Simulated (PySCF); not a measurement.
Ti(Cl)3(OMe) (CH3Cl3OTi), SMILES C[O][Ti]([Cl])([Cl])[Cl], multiplicity 1.

Geometry optimised at PBE0-D3(BJ)/def2-SVP. The spin state was assumed, not searched. Other conformers were not sampled.

Level of theory: PySCF with PBE/def2-TZVP.

The molecule is in vacuum.

Computed frontier levels, gap, dipole moment and polarisability:
| Property | Result |
|---|---|
| highest occupied level | -7.68 eV |
| lowest empty level | -3.68 eV |
| orbital gap | 4.00 eV |
| dipole moment | 3.74 D |
| quadrupole, principal values (traceless, Buckingham form, about the centre of nuclear charge) | -6.12, -6.12, 12.23 D·Å |
| mean static polarisability | 95.8 bohr³ (14.20 Å³) |
| polarisability, principal values | 93.6, 93.6, 100.2 bohr³ |
